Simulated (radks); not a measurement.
Results of a calculation; reference values are marked as such.
Problem. These are the eigenvalues of the occupied orbitals of an atom or ion with whole-number occupations (Ry). Level of theory: non-relativistic Kohn-Sham, Slater X-alpha with alpha = 0.737, spin-polarised, spherical densities, point nucleus (a radial shooting solver on a logarithmic mesh with Libxc functionals).

orbital  eigenvalue
1s up     -1494.051
1s down   -1494.051
2s up     -209.8066
2s down   -209.7516
2p up     -193.9535
2p down   -193.9117
3s up     -36.45003
3s down   -36.41020
3p up     -30.26527
3p down   -30.22188
3d up     -18.85194
3d down   -18.79438
4s up      -5.21417
4s down    -4.91145
4p up      -3.40021
4p down    -3.08227
4d up      -0.63825
5s up      -0.38588
5s down    -0.25705

Which element is it, and in what charge state? The configuration may be excited. Open shells, if any, are filled with parallel spins first.

Solution. Z = 43, technetium, charge 0: Tc in [Kr] 4d5 5s2. The list shows which subshells hold electrons but not how many an open one holds; the 1s level, -747.03 hartree, gives Z - s = 38.7 by -(Z - s)^2/2, which with screening narrows Z to a few neighbours, and the depths of the outer levels then fix element, charge and occupations together.
